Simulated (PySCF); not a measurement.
Se(Br)(SiH3) (BrH3SeSi), SMILES [Se]([SiH3])Br.

Geometry: PBE-D3(BJ)/def2-SVP. The structure was generated by enumeration, and PubChem lists no compound with its InChIKey, so it may never have been made.

Level of theory: TDA-PBE/def2-SVPD in PySCF.

Vertical excitations. Gas-phase values at a fixed geometry. State labels are in the subgroup Cs.

| state | symmetry | energy (eV) | λ (nm) | f | main pairs |
|---|---|---|---|---|---|
| S1 | A" | 2.38 | 520 | 0.001 | HOMO→LUMO 100 % |
| S2 | A' | 3.57 | 347 | 0.004 | HOMO−1→LUMO 99 % |
| S3 | A" | 4.32 | 287 | 0.002 | HOMO−2→LUMO 98 % |
| S4 | A" | 4.52 | 274 | 0.005 | HOMO→LUMO+1 99 % |
| S5 | A' | 5.16 | 240 | 0.028 | HOMO−3→LUMO 91 % |
| S6 | A" | 5.35 | 232 | 0.002 | HOMO−5→LUMO 98 % |
| S7 | A" | 5.54 | 224 | 0.000 | HOMO→LUMO+2 98 % |
| S8 | A' | 5.54 | 224 | 0.015 | HOMO−4→LUMO 94 % |
| S9 | A' | 5.73 | 216 | 0.017 | HOMO−1→LUMO+1 86 % |
| S10 | A" | 5.93 | 209 | 0.001 | HOMO→LUMO+3 99 % |
| T1 | A" | 1.72 | 721 | 0 | HOMO→LUMO 100 % |
| T2 | A' | 2.96 | 419 | 0 | HOMO−1→LUMO 100 % |
| T3 | A" | 3.78 | 328 | 0 | HOMO−2→LUMO 100 % |
| T4 | A" | 4.23 | 293 | 0 | HOMO→LUMO+1 100 % |
Triplets are in the Tamm–Dancoff approximation.
